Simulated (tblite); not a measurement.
A geometry optimisation, step by step.

Species: C5H14B2NP.
SMILES with atom numbers: `[CH2:1]=[C:2]([CH3:3])[B:4]([PH2:5])[CH2:6][NH:7][BH:8][CH3:9]` (hydrogens: H10, H11 on C1; H12, H13, H14 on C3; H15, H16 on P5; H17, H18 on C6; H19 on N7; H20 on B8; H21, H22, H23 on C9)

Computed with GFN2-xTB (tblite), gas phase: L-BFGS steps from a force-field or distance-geometry start until the largest atomic force falls under 0.01 eV/Å. 3 of its 146 geometries are shown.

Step 0: E = -697.9267 eV, largest atomic force 3.270 eV/Å
```
atom  x, y, z in Å  |  force x, y, z in eV/Å
C1     -2.935   -1.347    0.082   -0.887  -0.079   0.170
C2     -2.223   -0.227    0.140    1.309  -0.270  -0.535
C3     -2.785    1.104    0.450   -1.916   0.942   0.742
B4     -0.657   -0.258   -0.097   -1.182  -0.265   1.360
P5      0.377   -1.446    1.075    1.380  -0.255  -0.056
C6      0.115    0.993   -0.656   -0.824   0.325   0.342
N7      1.483    1.048   -0.214    1.847  -2.608   0.695
B8      2.312   -0.176   -0.633   -0.155   2.568  -0.577
C9      3.874   -0.064   -0.305   -1.013   0.871   1.677
H10    -4.036   -1.347    0.250    1.048  -0.243  -0.193
H11    -2.401   -2.265   -0.145   -0.564   0.043   0.041
H12    -2.174    1.663    1.193   -0.257  -0.286  -0.765
H13    -3.805    0.994    0.938    0.965   0.056  -0.541
H14    -2.965    1.703   -0.475    0.434  -0.325   0.733
H15     0.008   -1.040    2.438   -0.339  -0.595  -1.274
H16    -0.061   -2.818    0.930   -0.513   1.139   0.454
H17     0.041    1.075   -1.753    0.281   0.091   0.254
H18    -0.404    1.886   -0.238    0.144  -0.180  -0.407
H19     1.564    1.189    0.834   -0.150   0.092  -1.738
H20     2.084   -0.718   -1.678   -0.498   0.104   0.662
H21     4.450   -0.772   -0.880    0.356   0.158   0.326
H22     4.135    1.003   -0.519    0.148  -1.064  -0.054
H23     4.002   -0.153    0.818    0.385  -0.220  -1.314
```

Step 72: E = -699.9567 eV, largest atomic force 0.078 eV/Å
```
atom  x, y, z in Å  |  force x, y, z in eV/Å
C1     -3.123   -1.300   -0.029   -0.004  -0.022   0.004
C2     -2.367   -0.235    0.243    0.024  -0.010  -0.015
C3     -3.018    1.113    0.400    0.005   0.004  -0.012
B4     -0.818   -0.366    0.333    0.036  -0.069   0.010
P5     -0.074   -1.932    1.072   -0.023  -0.006  -0.053
C6      0.127    0.702   -0.364   -0.012   0.035  -0.007
N7      1.549    0.594   -0.071    0.015  -0.015  -0.021
B8      2.564    0.208   -0.921    0.023   0.016  -0.016
C9      4.065    0.172   -0.401   -0.015  -0.013  -0.016
H10    -4.192   -1.232   -0.157   -0.005  -0.008  -0.006
H11    -2.686   -2.276   -0.167    0.002  -0.031   0.030
H12    -2.688    1.591    1.320   -0.004   0.017   0.008
H13    -4.101    1.018    0.420   -0.017   0.030   0.010
H14    -2.741    1.758   -0.431    0.016   0.026  -0.013
H15     1.078   -1.418    1.630    0.014   0.005   0.031
H16    -0.786   -1.977    2.255   -0.016  -0.023   0.029
H17     0.013    0.587   -1.448    0.001  -0.015  -0.016
H18    -0.206    1.725   -0.146   -0.002   0.063   0.021
H19     1.756    0.835    0.889   -0.014   0.003   0.031
H20     2.287   -0.060   -2.031    0.017   0.020  -0.011
H21     4.645   -0.607   -0.892   -0.005  -0.012   0.029
H22     4.568    1.113   -0.625   -0.030  -0.012   0.007
H23     4.144    0.016    0.675   -0.005   0.019  -0.027
```

Step 145: E = -699.9896 eV, largest atomic force 0.008 eV/Å
```
atom  x, y, z in Å  |  force x, y, z in eV/Å
C1     -3.159   -1.324    0.185    0.002   0.005   0.005
C2     -2.361   -0.255    0.255    0.002   0.002  -0.003
C3     -2.963    1.123    0.165   -0.003  -0.001   0.000
B4     -0.814   -0.412    0.358    0.002   0.002  -0.002
P5     -0.064   -2.036    0.946   -0.002  -0.005   0.001
C6      0.128    0.736   -0.212   -0.002   0.000  -0.002
N7      1.556    0.570    0.017   -0.004  -0.002  -0.002
B8      2.554    0.405   -0.919    0.001   0.000   0.001
C9      4.058    0.218   -0.450    0.004  -0.002   0.000
H10    -4.228   -1.243    0.054    0.006  -0.001  -0.004
H11    -2.764   -2.328    0.236    0.005   0.005   0.003
H12    -2.659    1.726    1.019    0.001  -0.002   0.000
H13    -4.050    1.078    0.139    0.001  -0.002  -0.003
H14    -2.612    1.623   -0.736   -0.002   0.000   0.002
H15     1.030   -1.573    1.651   -0.006   0.003  -0.003
H16    -0.842   -2.267    2.066    0.002  -0.002   0.004
H17    -0.018    0.789   -1.297   -0.002   0.005   0.002
H18    -0.183    1.718    0.173    0.006  -0.005   0.003
H19     1.782    0.576    1.003   -0.004   0.001  -0.001
H20     2.267    0.412   -2.058    0.000  -0.001   0.002
H21     4.433   -0.761   -0.747   -0.003  -0.006  -0.003
H22     4.714    0.948   -0.920    0.001   0.006  -0.002
H23     4.192    0.303    0.627   -0.007  -0.001   0.002
```

**Question.** Summarise the path.

**Answer.** The energy falls by 199.04 kJ/mol from step 0 to step 145; nine tenths of that is first reached at step 39. It falls at every step. The largest force goes from 3.270 to 0.008 eV/Å. Among the bonds N7–B8 changes most, from 1.537 to 1.379 Å; the atoms move by 0.695 Å rms after alignment.

**Question.** Follow the three bonds and two angles with the largest change from start to end.

**Answer.** 
```tsv
step	E above end (kJ/mol)	largest force (eV/Å)	N7–B8 (Å)	P5–H15 (Å)	B4–P5 (Å)	C6–N7–B8 (°)	H15–P5–H16 (°)
0	199.04	3.270	1.537	1.470	1.963	113.5	106.2
6	67.66	0.518	1.390	1.394	1.969	122.5	90.8
13	38.71	0.351	1.384	1.393	1.931	124.1	88.9
19	32.48	0.186	1.384	1.398	1.930	125.2	92.7
25	29.34	0.141	1.381	1.394	1.925	126.3	90.4
32	26.56	0.192	1.381	1.396	1.929	127.0	90.8
38	20.74	0.482	1.391	1.377	1.933	127.9	93.9
44	11.65	0.172	1.381	1.382	1.889	128.0	93.4
50	7.25	0.132	1.377	1.380	1.886	128.9	96.2
57	4.76	0.127	1.381	1.381	1.883	128.7	95.2
63	3.85	0.114	1.381	1.379	1.886	128.2	95.5
69	3.42	0.059	1.379	1.380	1.879	128.1	95.3
76	2.93	0.056	1.379	1.381	1.883	128.1	95.3
82	2.50	0.060	1.379	1.381	1.885	128.1	95.1
88	2.20	0.052	1.379	1.381	1.881	128.3	95.5
95	1.57	0.087	1.379	1.381	1.882	128.6	95.2
101	1.08	0.056	1.378	1.383	1.886	129.0	94.9
107	0.83	0.035	1.379	1.380	1.884	129.3	95.0
113	0.55	0.049	1.379	1.379	1.882	129.1	95.0
120	0.39	0.021	1.379	1.380	1.884	128.7	95.1
126	0.32	0.024	1.379	1.381	1.885	128.4	94.9
132	0.23	0.034	1.378	1.380	1.883	128.1	95.2
139	0.07	0.029	1.378	1.381	1.885	128.0	94.7
145	0.00	0.008	1.379	1.381	1.883	128.2	95.1
```

What follows is the cost of the whole relaxation. Time: 1.5 s wall. Hardware: an Arm Neoverse V1 with one thread, shared host with 32 logical CPUs at a one-minute load of 8.2.
